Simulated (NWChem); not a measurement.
# Lowest excitation of HBF$_{2}$S

SMILES: SB(F)F
```xyz
5

B     -0.1163     0.4508     0.0000
F     -1.3666     0.8645     0.0000
F      0.8436     1.3562     0.0000
S      0.2323    -1.3174     0.0000
H      1.5729    -1.1613     0.0000
```
Charge 0, spin multiplicity 1.

The numbers come from NWChem runs, not from measurements. The geometry was optimised at PBE0/def2-SVP, a minimum by its harmonic frequencies. It is one conformer; others weren't searched.

Basis set: 6-31+G*.

B3LYP has NWChem's definition, with VWN1-RPA local correlation. The Pople sets run with spherical d functions. The structure started from a generated list of species.

### Question
One of these methods gave a lowest vertical singlet excitation energy of 6.30 eV. Which?
(A) TD-PBE
(B) TD-PBE0
(C) TD-B3LYP
(D) CIS

### Answer
A, TD-PBE. The others give 7.13 (CIS), 6.68 (TD-PBE0), 6.47 (TD-B3LYP).
